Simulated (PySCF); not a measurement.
P: excitation energy

P [Ne] 3s2 3p3 (4S) → P [Ne] 3s1 3p3 4s1 (6S), as a difference of total energies. Computed with PySCF 2.14 in dyall-av3z (19s12p3d2f, 84 functions), with the spin-free X2C one-electron Hamiltonian (Gaussian nucleus). Correlated levels: valence: [Ne] frozen; virtual orbitals above 40 to 60 times the deepest correlated orbital energy dropped. The calculations carry no spin-orbit coupling.

```tsv
method	excitation energy (cm⁻¹)
UHF	85585
LDA	102110
PBE	101370
PBE0	100550
r2SCAN	97591
B3LYP	104050
LC-wPBE	101880
TPSSh	102240
MP2 (valence)	97427
```

Problem. Estimate what CAM-B3LYP gives.

Solution. 105240 cm⁻¹, closest to B3LYP among the rows shown.

Problem. Estimate what SCS-MP2 (valence) gives.

Solution. 101260 cm⁻¹, closest to PBE among the rows shown.

The upper state lies above the first ionisation limit, but in LS coupling its spin forbids autoionisation to the ground ion. A Rydberg-like electron needs more diffuse functions than a valence basis has.

The promoted electron is Rydberg-like, and one or two diffuse shells describe it only roughly, which tends to raise the upper state.
